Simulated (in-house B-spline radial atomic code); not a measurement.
How numerical settings move a run on Er⁶⁺, [Kr] 4d10 4f10 5s2 5p4. Computed with a B-spline radial code for spherical atoms: scalar-relativistic (X2C) r2SCAN0, spin-polarised, spherical fractional occupations, Fermi nucleus of rms radius 5.2516 fm.

Command:
```bash
python run_scf.py task.json out
```
Settings of the sound reference run:
```
Z                68
electrons        62
configuration    [Kr] 4d10 4f10 5s2 5p4
hamiltonian      x2c
method           r2scan0
spin_polarised   True
nucleus          fermi
rms_radius       5.2516
mass_number      166
atomic_mass      165.9303
speed_of_light   137.036
knot_spacing     0.22
spline_order     8
gauss_points     12
box_radius       8.96
max_iterations   70
damping          0.5
damped_steps     3
diis_vectors     10
tolerance        1e-08
start            Thomas-Fermi
```

Run time, properties included: 0.54 s on 1 thread of Arm Neoverse V1, with other jobs on the host.

It converges in 9 iterations to -13076.209308 hartree, with 4f down at -87.2145 eV. The other runs change the listed settings, some to values that make no sense; their results aren't properties of the atom or ion. Radii are in bohr (the nuclear one in fm), a minus after a letter asks for a j subshell, and «unchanged» means within 1e-8 hartree. The run stops when the residual is below 10 × tolerance × max(1, Z/10), or a noise floor if that is larger, and the energy moves by less than 1e-8 × √|E| hartree; so very loose and very tight tolerances often act alike.

```tsv
changed settings	outcome
knot_spacing = 0.15, gauss_points = 16, box_radius = 0.54, max_iterations = 75	converged in 7 iterations, energy +1.69e+03 hartree from the reference, 4f down level +1.4e+03 eV (the program warns: 4f down has a positive eigenvalue: unbound, held by the box; 4s up has a positive eigenvalue: unbound, held by the box)
box_radius = 17.92	converged in 9 iterations, energy -3.66e-07 hartree from the reference
damping = 0.95	converged in 9 iterations, energy unchanged, 4f down level -4.4e-05 eV
box_radius = 0.36	converged in 7 iterations, energy +6.26e+03 hartree from the reference, 4f down level +3.7e+03 eV (the program warns: 4f down has a positive eigenvalue: unbound, held by the box; 3s up has a positive eigenvalue: unbound, held by the box)
box_radius = 1.34	converged in 8 iterations, energy +3.29e+01 hartree from the reference, 4f down level +8.6e+01 eV (the program warns: 4f down reaches the box edge; 5s down has a positive eigenvalue: unbound, held by the box)
knot_spacing = 1, max_iterations = 100, diis_vectors = 4	converged in 10 iterations, energy +1.70e+02 hartree from the reference, 4f down level -2.2e+01 eV (the program warns: 2s up reaches the box edge; 2s down reaches the box edge)
damped_steps = 0	converged in 7 iterations, energy unchanged, 4f down level -3.4e-05 eV
damped_steps = 1	converged in 8 iterations, energy unchanged, 4f down level +1.9e-05 eV
damping = 0.8	converged in 9 iterations, energy unchanged, 4f down level -2.7e-05 eV
damped_steps = 30	converged in 16 iterations, energy unchanged, 4f down level +1.6e-05 eV
damping = 0.2	converged in 8 iterations, energy unchanged, 4f down level +2.3e-05 eV
box_radius = 0.9	converged in 8 iterations, energy +2.27e+02 hartree from the reference, 4f down level +3.3e+02 eV (the program warns: 4f down has a positive eigenvalue: unbound, held by the box; 4d up has a positive eigenvalue: unbound, held by the box)
box_radius = 4.48	converged in 9 iterations, energy +1.16e-04 hartree from the reference, 4f down level +3.6e-03 eV (the program warns: 4f down reaches the box edge; 4f up reaches the box edge)
damped_steps = 8	converged in 11 iterations, energy unchanged, 4f down level +2.2e-05 eV
damping = 0	converged in 8 iterations, energy unchanged, 4f down level +3.2e-05 eV
box_radius = 35.84	converged in 9 iterations, energy -3.61e-07 hartree from the reference, 4f down level -4.4e-07 eV
```

Q: What happens with hamiltonian = dirac, method = scan,scan, spin_polarised = False?

A: Stopped with error: meta-GGAs are not served with the Dirac Hamiltonian.

Q: What happens with box_radius = 2.69?

A: Converged in 9 iterations, energy +2.18e-01 hartree from the reference, 4f down level +2.3e+00 eV (the program warns: 4f down reaches the box edge; 4d up reaches the box edge).

Q: What happens with electrons = 63, configuration = [Kr] 4d10 4f10 5s2 5p4 3f1, max_iterations = 50?

A: Stopped with error: there is no 3f shell.

Q: What happens with knot_spacing = 0.75, spline_order = 10, box_radius = 17.92, max_iterations = 75, diis_vectors = 20?

A: Converged in 9 iterations, energy +8.17e+00 hartree from the reference, 4f down level -1.0e+00 eV (the program warns: 3s up reaches the box edge; 3s down reaches the box edge).
